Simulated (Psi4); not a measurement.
H2Cl2OSn, singlet, at a GFN2-xTB geometry (such geometries of metal compounds can be far from the true shape) (core potentials on Sn); PBE0/def2-TZVPPD (Psi4 1.11).

Input for Psi4:
```
memory 2 GB

molecule mol {
0 1
  Sn   -0.101121   -0.143119    0.381440
  O    -1.747419   -0.993526   -0.239746
  Cl   -0.278370    2.056116   -0.254771
  Cl    1.540676   -1.120144   -0.845753
  H     0.030975   -0.400635    2.061384
  H    -2.454799   -0.406736   -0.506522
}

set basis def2-tzvppd
set reference rks

energy('pbe0')
print_variables()
```

### Question
Write the output that Psi4 gives for this input, abridged.

### Answer

```
   => Loading Basis Set <=

    Name: DEF2-TZVPPD
    Role: ORBITAL
    Keyword: BASIS

    !!!  WARNING: ECP capability is in beta. Please check occupations closely.  !!!

         ---------------------------------------------------------
                                   SCF
               by Justin Turney, Rob Parrish, Andy Simmonett
                          and Daniel G. A. Smith
                              RKS Reference
         ---------------------------------------------------------

  ==> Geometry <==

    Molecular point group: c1
    Full point group: C1

    Geometry (in Angstrom), charge = 0, multiplicity = 1:

       Center              X                  Y                   Z               Mass
    ------------   -----------------  -----------------  -----------------  -----------------
         SN          -0.108935049201    -0.137656089813     0.357462444571   119.902201630000
         O           -1.755233049201    -0.988063089813    -0.263723555429    15.994914619570
         CL          -0.286184049201     2.061578910187    -0.278748555429    34.968852682000
         CL           1.532861950799    -1.114681089813    -0.869730555429    34.968852682000
         H            0.023160950799    -0.395172089813     2.037406444571     1.007825032230
         H           -2.462613049201    -0.401273089813    -0.530499555429     1.007825032230

  Running in c1 symmetry.

  Rotational constants: A =      0.10458  B =      0.06108  C =      0.04591 [cm^-1]
  Rotational constants: A =   3135.29520  B =   1831.28192  C =   1376.23652 [MHz]
  Nuclear repulsion =  332.725087369417281

  Charge       = 0
  Multiplicity = 1
  Electrons    = 66
  Nalpha       = 33
  Nbeta        = 33

  ==> Algorithm <==

  SCF Algorithm Type is DF.
  DIIS enabled.
  MOM disabled.
  Fractional occupation disabled.
  Guess Type is SAD.
  Energy threshold   = 1.00e-06
  Density threshold  = 1.00e-06
  Integral threshold = 1.00e-12

  ==> Primary Basis <==

  Basis Set: DEF2-TZVPPD
    Blend: DEF2-TZVPPD
    Number of shells: 80
    Number of basis functions: 232
    Number of Cartesian functions: 264
    Spherical Harmonics?: true
    Max angular momentum: 3

  Core potential: DEF2-TZVPPD
    Number of shells: 4
    Number of ECP primitives: 18
    Number of ECP core electrons: 28
    Max angular momentum: 3

  ==> DFT Potential <==

   => LibXC <=

    Version 7.1.2
[...]
   @DF-RKS iter   4: -1210.91077771200867   -5.85849e-02   6.86448e-04 DIIS/ADIIS
   @DF-RKS iter   5: -1210.91888064188834   -8.10293e-03   1.81668e-04 DIIS/ADIIS
   @DF-RKS iter   6: -1210.91960308615944   -7.22444e-04   4.76132e-05 DIIS
   @DF-RKS iter   7: -1210.91965207719863   -4.89910e-05   1.01251e-05 DIIS
   @DF-RKS iter   8: -1210.91965474307335   -2.66587e-06   2.16867e-06 DIIS
   @DF-RKS iter   9: -1210.91965482936689   -8.62935e-08   5.34537e-07 DIIS
  Energy and wave function converged.

  ==> Post-Iterations <==

   Electrons on quadrature grid:
      Ntotal   =   65.9999673567 ; deviation = -3.264e-05

    Orbital Energies [Eh]
    ---------------------

    Doubly Occupied:

[...]
    Virtual:

[...]
     232A    113.719164

    Final Occupation by Irrep:
              A
    DOCC [    33 ]
    NA   [    33 ]
    NB   [    33 ]

  @DF-RKS Final Energy: -1210.91965482936689

   => Energetics <=

    Nuclear Repulsion Energy =            332.7250873694172810
    One-Electron Energy =               -2415.8633694407772055
    Two-Electron Energy =                 935.5505454017885540
    DFT Exchange-Correlation Energy =     -63.3319181597954781
    Empirical Dispersion Energy =           0.0000000000000000
    VV10 Nonlocal Energy =                  0.0000000000000000
    Total Energy =                      -1210.9196548293668911

Computation Completed

Properties will be evaluated at   0.000000,   0.000000,   0.000000 [a0]

Properties computed using the SCF density matrix

 Multipole Moments:

 ------------------------------------------------------------------------------------
     Multipole            Electronic (a.u.)      Nuclear  (a.u.)        Total (a.u.)
 ------------------------------------------------------------------------------------

 L = 1.  Multiply by 2.5417464519 to convert [e a0] to [Debye]
 Dipole X            :         -4.5949488            4.3759193           -0.2190296
 Dipole Y            :         -8.0617831            8.2540952            0.1923121
 Dipole Z            :         23.8601896          -23.1734330            0.6867566
 Magnitude           :                                                    0.7460513

 ------------------------------------------------------------------------------------

  Variable Map:
  ----------------------------------------------------------------------------
[...]
  Array Variable Map:
  ----------------------------------------------------------------------------
[...]
[...]
```
